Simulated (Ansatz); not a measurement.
`CC[Te]C` + H₂ → `CC[TeH]` + CH₄ at 298.15 K and 1 bar (hydrogenolysis of a Te–C bond).

Program: Ansatz. Geometries: PBE0-D4/def2-TZVP. ΔE: electronic, gas phase. CCSD(T)/CBS is the MP2 limit (def2-TZVPP, def2-QZVPP) plus CCSD(T) − MP2 in def2-TZVPP, frozen cores. This one scheme is used for every species. def2 core potentials past Kr. For Te outer-core shells are correlated without core-valence functions, which leaves a few kJ/mol of doubt a bond. One conformer a species, not always the lowest.

```json
{"species": "`CC[Te]C`", "CCSD(T)/CBS energy (Eh)": "-386.69985", "H − E (kJ/mol)": "288.1", "S (J/(mol·K))": "354.2"}
{"species": "H₂", "CCSD(T)/CBS energy (Eh)": "-1.17544", "H − E (kJ/mol)": "35.1", "S (J/(mol·K))": "130.4"}
{"species": "`CC[TeH]`", "CCSD(T)/CBS energy (Eh)": "-347.43450", "H − E (kJ/mol)": "204.8", "S (J/(mol·K))": "311.9"}
{"species": "CH₄", "CCSD(T)/CBS energy (Eh)": "-40.46206", "H − E (kJ/mol)": "127.4", "S (J/(mol·K))": "186.2"}
```

H − E and S are ideal-gas, rigid-rotor, harmonic terms from PBE0-D4/def2-TZVP, for one conformer and one mirror image of each species. The MP2-based limit puts H₂ 0.8 mEh under its directly extrapolated value; such offsets cancel only in part. 1 Eh = 2625.50 kJ/mol, R = 8.31446 J/(mol·K).

Task: By hand: ΔE, ΔH, ΔS and ΔG.

Result: ΔE = (-347.43450) + (-40.46206) − (-386.69985) − (-1.17544) = -0.02127 Eh = -55.8 kJ/mol. Δ(H − E) = 204.8 + 127.4 − 288.1 − 35.1 = 9.0, so ΔH = -46.8 kJ/mol. ΔS = 311.9 + 186.2 − 354.2 − 130.4 = 13.5 J/(mol·K). ΔG = -46.8 − 298.15 × (13.5)/1000 = -50.8 kJ/mol.

Task: By hand: the equilibrium constant, and the temperature at which ΔG would vanish if ΔH and ΔS stayed fixed.

Result: log₁₀ K = −ΔG/(RT ln 10) = 8.9. ΔH and −TΔS have one sign here, so there is no such temperature.

The number of gas molecules stays the same, so ΔS is small and ΔH decides. A doubt of 5 kJ/mol in ΔE shifts log₁₀ K by 0.9 here. Other conformers and mirror images would add mixing entropy, several J/(mol·K) or more a flexible species. Modes under 60 cm⁻¹, often nearly free rotors, make the harmonic entropy too high. These are equilibria of isolated gas molecules and say nothing of rates. Largest T1 diagnostic: 0.010 (customary marks: 0.02 for closed shells, 0.045 for open ones).
